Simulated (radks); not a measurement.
Initial-state core-level shifts of the silicon ion Si3+ when its valence configuration changes from [Ne] 3s1. Calculated with a radial shooting solver on a logarithmic mesh with Libxc functionals: Dirac Kohn-Sham, PBE, spin-unpolarised, spherical densities, finite nucleus; open shells fill j = l - 1/2 first; Fermi nuclear charge, rms radius 3.1224 fm. Shifts are changes of the shell-averaged eigenvalues in eV (positive: less bound); the change of the density at the nucleus, which sets a Mossbauer isomer shift, is in e/bohr^3, on a base of 1908.

valence	1s	2s	2p	density at nucleus
3p1	-1.233	-1.249	-1.228	-7.1630
3s0.5 3p0.5	-0.619	-0.627	-0.617	-3.5667
